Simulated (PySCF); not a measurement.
PySCF input:

```python
from pyscf import gto, scf, dft

mol = gto.M(
    atom='''
    Ge    0.00319734   -0.00156777    0.93712718
    I     1.07271615   -1.87185257   -0.28970187
    I    -1.07464661    1.87279915   -0.27611076
    ''',
    basis='def2-tzvpd',
    ecp='def2-tzvp',
    charge=1,
    spin=1,
    verbose=4,
)

mf = dft.UKS(mol, xc='tpssh').density_fit(auxbasis='def2-universal-jkfit')
mf.grids.level = 3
mf.conv_tol = 1e-9
mf.max_cycle = 100
mf.max_memory = 1500
mf.kernel()
if not mf.converged:
    mf = mf.newton()
    mf.kernel(mf.make_rdm1())
for _ in range(2):
    mo, _, stable, _ = mf.stability(return_status=True)
    if stable:
        break
    mf.kernel(mf.make_rdm1(mo, mf.mo_occ))
mf.analyze()
```

Question: Which total energy does the run end on?

Answer: -2671.96547 Eh (TPSSh/def2-TZVPD).
